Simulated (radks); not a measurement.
Dynamic dipole polarisability and lines of the arsenic ion As3+, [Ar] 3d10 4s2. Method: scalar-relativistic Kohn-Sham, exchange-only LDA, spin-polarised, spherical densities, finite nucleus; Fermi nuclear charge, rms radius of each element as measured or else 0.836 A^(1/3) + 0.57 fm; computed with a radial shooting solver on a logarithmic mesh with Libxc functionals. Time-dependent linear response with the Hartree and adiabatic exchange-only LDA kernel, continuum included through the Sternheimer equations, no spin-orbit coupling, so fine structure and intercombination lines are absent. Lines are the poles of the dipole polarisability below minus the highest occupied eigenvalue, found on a grid refined at the orbital gaps; the lowest seven at most are given, and weak or close lines can be missed. The first line takes the name of the lowest orbital gap if no other gap lies below it; otherwise a line is named after a gap within 0.6 % of it, if that gap stands alone.

| photon energy (eV) | alpha (bohr^3) |
|---|---|
| 0 | 6.583 |
| 2.139 | 6.716 |
| 6.418 | 8.047 |
| 10.697 | 13.87 |
| 14.976 | -65.87 |
| 19.255 | -6.470 |
| 23.533 | -2.554 |
| 27.812 | -1.084 |
| 32.091 | -0.4240 |
| 36.370 | -0.3445 |

Lines (eV, oscillator strength): 14.361 (86.33 nm, 4s-4p), f = 1.62; 30.446 (40.72 nm, 4s-5p), f = 0.0140; 36.202 (34.25 nm, 4s-6p), f = 0.0117; 38.781 (31.97 nm, 4s-7p), f = 0.00779. Higher lines, where found, are left out when the end of the mesh affects them. Those listed give 89 % of the static polarisability (sum of f/w^2). Orbital energy gaps for comparison: 4s-4p 11.487 eV; 4s-5p 30.388 eV; 4s-6p 36.188 eV; 4s-7p 38.777 eV. At laser wavelengths: 1550 nm 6.601, 1064 nm 6.622, 780 nm 6.656, 532 nm 6.742, 355 nm 6.952, 266 nm 7.274, 193 nm 8.050 bohr^3.
